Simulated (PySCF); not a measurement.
This PySCF input asks for the NMR shieldings of SMILES c1[c]([AlH2])scc1, C4H5AlS; the geometry comes from GFN2-xTB.

```python
import basis_set_exchange as bse
import numpy as np
from pyscf import gto, dft
from pyscf.prop import nmr

atoms = """
Al    2.436519    0.253295   -0.201607
C     0.610704   -0.254002    0.257579
C    -0.472252   -0.878164    0.818192
C    -1.724868   -0.417265    0.361326
C    -1.622811    0.572008   -0.562151
S     0.018815    0.968313   -0.899522
H     3.075496    1.499227    0.457343
H     3.123300   -0.366008   -1.441707
H    -0.367845   -1.661819    1.549940
H    -2.665744   -0.810243    0.705877
H    -2.405890    1.097330   -1.071232
"""
names = dict.fromkeys(["Al", "C", "S", "H"], "pcSseg-1")
basis = {el: gto.basis.parse(bse.get_basis(n, elements=[el], fmt="nwchem")) for el, n in names.items()}
mol = gto.M(atom=atoms, basis=basis, charge=0, verbose=0)
mf = dft.RKS(mol, xc="PBE0")
mf.grids.level = 2
mf.grids.alignment = dft.numint.BLKSIZE   # the property module wants whole blocks of grid points
mf.conv_tol = 1e-9
mf.kernel()

calc = nmr.RKS(mf)   # GIAO
C = mf.mo_coeff
Co = C[:, mf.mo_occ > 0]
resp = mf.gen_response(singlet=True, hermi=2)
def vind(x):   # induced exchange potential for any number of trial vectors
    d = np.einsum("pi,xij,qj->xpq", C, 2 * x.reshape(-1, C.shape[1], Co.shape[1]), Co, optimize=True)
    return np.einsum("xpq,pi,qj->xij", resp(d - d.transpose(0, 2, 1)), C, Co, optimize=True).ravel()
mo1, _ = nmr.rhf.solve_mo1(calc, with_cphf=vind)
sigma = calc.kernel(mo1)
for i, s in enumerate(sigma):   # ppm
    w = np.linalg.eigvalsh((s + s.T) / 2)
    print("%2d %-2s iso %8.1f  s11 %8.1f  s22 %8.1f  s33 %8.1f" % (i, mol.atom_pure_symbol(i), w.mean(), *w))
```

**Question.** What are the results?

**Answer.** 
```
 0 Al iso    331.8  s11    244.6  s22    347.6  s33    403.3
 1 C  iso     21.5  s11    -42.7  s22    -29.1  s33    136.4
 2 C  iso     48.0  s11    -33.4  s22     35.6  s33    141.7
 3 C  iso     52.7  s11    -27.9  s22     42.2  s33    143.9
 4 C  iso     47.3  s11    -43.3  s22     43.8  s33    141.4
 5 S  iso    269.8  s11     27.1  s22    306.6  s33    475.8
 6 H  iso     26.2  s11     23.2  s22     24.6  s33     30.9
 7 H  iso     26.2  s11     23.2  s22     24.5  s33     30.9
 8 H  iso     24.1  s11     20.6  s22     24.5  s33     27.1
 9 H  iso     24.3  s11     21.2  s22     24.4  s33     27.3
10 H  iso     23.9  s11     20.8  s22     23.8  s33     27.1
```

These numbers come from an equivalent density-fitted implementation of the same equations, which agrees with the script to about 0.01 ppm for H and up to a few tenths of a ppm for heavy atoms, so last digits may differ.

Size and cost of the density-fitted run: 141 basis functions, 17 s wall time on 1 thread of an Arm Neoverse V1, shared host; peak memory 0.69 GiB.
